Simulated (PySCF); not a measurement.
H₄HfO₃S, multiplicity 1. Atoms are numbered in the order given.

```xyz
9

Hf    -0.0075     0.2230     0.0000
O      0.9312     0.8328    -1.5727
H      1.3587     1.1638    -2.3622
O      0.9312     0.8328     1.5727
H      1.3587     1.1638     2.3622
O     -1.8673     0.7281     0.0000
H     -2.7380     1.1265     0.0000
S     -0.0443    -2.2685     0.0000
H      1.3084    -2.3673     0.0000
```

The structure is a stationary point at B3LYP-D3(BJ)/def2-SVP. The spin state was assumed, not searched. The structure was generated by enumeration; whether it is a known compound was not checked. The def2 effective core potentials stand for the cores of Hf; spin–orbit coupling is left out. Other conformers were not sampled.

Computed with HF/def2-TZVP (PySCF).

Gas-phase values at a fixed geometry.

Estimate the frontier levels, gap, dipole moment and polarisability. (An estimate is asked for; the answer gives what the named calculation found.)


```yaml
highest_occupied_level: -9.71 eV
lowest_empty_level: 2.08 eV
orbital_gap: 11.79 eV
dipole_moment: 3.56 D
quadrupole, principal values (traceless, Buckingham form, about the centre of nuclear charge): -11.84, 3.28, 8.56 D·Å
mean_static_polarisability: 59.0 bohr³ (8.74 Å³)
polarisability_principal_values: 54.6, 56.7, 65.6 bohr³
```
